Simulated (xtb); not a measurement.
C2H7NOSi2, SMILES CC1=N[SiH2]O[SiH2]1. All values are semi-empirical tight-binding results from xtb (GFN2-xTB unless named), good for trends rather than for accurate numbers. The structure is a stationary point at GFN2-xTB. This is a generated structure with no PubChem entry under its InChIKey; it may be hypothetical.

```
Property                                          Value
----------------------------------------  -------------
point group as xtb finds it                          Cs
orbital gap                                     2.30 eV
dipole moment                                    1.85 D
zero-point energy                         53.6 kcal/mol
G − E(el) at 298.15 K (modified RRHO)     33.6 kcal/mol
static polarisability (D4 model)             88.3 bohr³
solvation energy, GFN2-xTB/ALPB(water)    -0.3 kcal/mol
solvation energy, GFN2-xTB/ALPB(acetone)  -4.2 kcal/mol
```
